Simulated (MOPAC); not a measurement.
A run for MOPAC: PM3 on CH4O2Si (a complex), monomers drawn apart or pushed together.

```
PM3 1SCF PRECISE CHARGE=0 THREADS=1
CH4O2Si

C      0.37267874 1    -0.35776862 1     0.69753512 1
O      1.43933991 1    -0.01463126 1     0.86222777 1
O     -0.50223617 1    -0.26875495 1     2.56517203 1
Si    -0.18908003 1     0.20609381 1     4.09432386 1
H     -1.36852197 1    -0.54709108 1     2.27842846 1
H     -0.99423800 1     1.38402246 1     4.41802757 1
H      1.23396376 1     0.49419349 1     4.03057020 1
H     -0.50835206 1    -0.88150643 1     5.01922049 1
```

Program output:

```
*******************************************************************************
 **                                                                           **
 **                              MOPAC v23.2.5                                **
 **                                                                           **
 *******************************************************************************
 ** MOPAC's Digital Object Identifier: https://doi.org/10.5281/zenodo.6511958 **
 **                                                                           **
 ** Please cite the open-source release paper for use of this MOPAC version:  **
 ** J. E. Moussa and J. J. P. Stewart (2026)                                  **
 ** MOPAC: An open-source semiempirical molecular orbital program             **
 ** J. Open Source Softw., 11(119), 8025, https://doi.org/10.21105/joss.08025 **
 *******************************************************************************

                              PM3 CALCULATION RESULTS

 *******************************************************************************
 *  PM3        - The PM3 Hamiltonian to be used
 *
 *
 *
 *                 CHARGE ON SYSTEM = 0
 *
 *
 *
 *  PRECISE    - TIGHTER CRITERIA TO BE USED
 *  1SCF       - DO 1 SCF AND THEN STOP
 *  THREADS=1  - MULTI-THREADING NOT USED
 *  T=         - A TIME OF 172800.0 SECONDS REQUESTED
 *  DUMP=N     - RESTART FILE WRITTEN EVERY 7200.0 SECONDS REQUESTED
 *******************************************************************************
PM3 1SCF PRECISE CHARGE=0 THREADS=1
 CH4O2Si

   ATOM   CHEMICAL          X               Y               Z
  NUMBER   SYMBOL      (ANGSTROMS)     (ANGSTROMS)     (ANGSTROMS)

     1       C          0.37267874  *  -0.35776862  *   0.69753512  *
     2       O          1.43933991  *  -0.01463126  *   0.86222777  *
     3       O         -0.50223617  *  -0.26875495  *   2.56517203  *
     4      Si         -0.18908003  *   0.20609381  *   4.09432386  *
     5       H         -1.36852197  *  -0.54709108  *   2.27842846  *
     6       H         -0.99423800  *   1.38402246  *   4.41802757  *
     7       H          1.23396376  *   0.49419349  *   4.03057020  *
     8       H         -0.50835206  *  -0.88150643  *   5.01922049  *



          CARTESIAN COORDINATES

    NO.       ATOM           X           Y           Z

     1         C          0.3727     -0.3578      0.6975
     2         O          1.4393     -0.0146      0.8622
     3         O         -0.5022     -0.2688      2.5652
     4        Si         -0.1891      0.2061      4.0943
     5         H         -1.3685     -0.5471      2.2784
     6         H         -0.9942      1.3840      4.4180
     7         H          1.2340      0.4942      4.0306
     8         H         -0.5084     -0.8815      5.0192

  H: (PM3): J. J. P. STEWART, J. COMP. CHEM. 10, 209 (1989).
  C: (PM3): J. J. P. STEWART, J. COMP. CHEM. 10, 209 (1989).
  O: (PM3): J. J. P. STEWART, J. COMP. CHEM. 10, 209 (1989).
 Si: (PM3): J. J. P. STEWART, J. COMP. CHEM. 10, 209 (1989).

           Empirical Formula: C H4 O2 Si  =     8 atoms



      MOLECULAR POINT GROUP   :   C1


      RHF CALCULATION, NO. OF DOUBLY OCCUPIED LEVELS = 12


 -------------------------------------------------------------------------------
 PM3 1SCF PRECISE CHARGE=0 THREADS=1
 CH4O2Si



     1SCF WAS SPECIFIED, SO BFGS WAS NOT USED
     SCF FIELD WAS ACHIEVED


                              PM3 CALCULATION
                                                       MOPAC v23.2.5 Linux




          FINAL HEAT OF FORMATION =        -74.99914 KCAL/MOL =    -313.79639 KJ/MOL


          COSMO AREA              =        120.30 SQUARE ANGSTROMS
          COSMO VOLUME            =        108.59 CUBIC ANGSTROMS

          IONIZATION POTENTIAL    =         10.296803 EV
          HOMO LUMO ENERGIES (EV) =        -10.297  0.811
          NO. OF FILLED LEVELS    =         12
          MOLECULAR WEIGHT        =         76.1269         POINT GROUP:  C1

          MOLECULAR DIMENSIONS (Angstroms)

            Atom       Atom       Distance
            H     8    O     2     4.67178
            H     5    H     7     3.29368
            H     6    H     8     2.27104


          SCF CALCULATIONS        =          1





   ATOM   CHEMICAL          X               Y               Z
  NUMBER   SYMBOL      (ANGSTROMS)     (ANGSTROMS)     (ANGSTROMS)

     1       C          0.37267874  *  -0.35776862  *   0.69753512  *
     2       O          1.43933991  *  -0.01463126  *   0.86222777  *
     3       O         -0.50223617  *  -0.26875495  *   2.56517203  *
     4      Si         -0.18908003  *   0.20609381  *   4.09432386  *
     5       H         -1.36852197  *  -0.54709108  *   2.27842846  *
     6       H         -0.99423800  *   1.38402246  *   4.41802757  *
     7       H          1.23396376  *   0.49419349  *   4.03057020  *
     8       H         -0.50835206  *  -0.88150643  *   5.01922049  *

                             CARTESIAN COORDINATES

   1    C        0.372678740    -0.357768620     0.697535120
   2    O        1.439339910    -0.014631260     0.862227770
   3    O       -0.502236170    -0.268754950     2.565172030
   4   Si       -0.189080030     0.206093810     4.094323860
   5    H       -1.368521970    -0.547091080     2.278428460
   6    H       -0.994238000     1.384022460     4.418027570
   7    H        1.233963760     0.494193490     4.030570200
   8    H       -0.508352060    -0.881506430     5.019220490


           Empirical Formula: C H4 O2 Si  =     8 atoms



      MOLECULAR POINT GROUP   :   C1


                  EIGENVALUES
 -39.29527 -36.10357 -19.96190 -17.68467 -16.08647 -15.33145 -15.15610 -13.68824
 -13.42176 -11.47865 -10.82518 -10.29680   0.81128   1.18290   1.87305   2.42067
   2.44060   2.70271   5.44592   7.01457


              NET ATOMIC CHARGES AND DIPOLE CONTRIBUTIONS

  ATOM NO.   TYPE          CHARGE      No. of ELECS.   s-Pop       p-Pop
    1          C           0.170295        3.8297     1.81341     2.01630
    2          O          -0.185368        6.1854     1.81852     4.36684
    3          O          -0.506593        6.5066     1.74470     4.76189
    4         Si           0.701077        3.2989     0.90282     2.39610
    5          H           0.219990        0.7800     0.78001
    6          H          -0.145546        1.1455     1.14555
    7          H          -0.108508        1.1085     1.10851
    8          H          -0.145346        1.1453     1.14535
 DIPOLE           X         Y         Z       TOTAL
 POINT-CHG.    -1.431    -0.119     1.063     1.786
 HYBRID         0.305     0.119     0.093     0.340
 SUM           -1.125    -0.000     1.155     1.613


          ATOMIC ORBITAL ELECTRON POPULATIONS

     Atom    s        px        py        pz
    1  C   1.81341   0.88241   0.57821   0.55567
    2  O   1.81852   1.41237   1.45827   1.49620
    3  O   1.74470   1.41218   1.87506   1.47464
    4 Si   0.90282   0.87123   0.84145   0.68343
    5  H   0.78001
    6  H   1.14555
    7  H   1.10851
    8  H   1.14535

 **********************
 *                    *
 * JOB ENDED NORMALLY *
 *                    *
 **********************




 == MOPAC DONE ==
```

The run finished.

Cost: about 0.03 core-seconds (a rough figure).
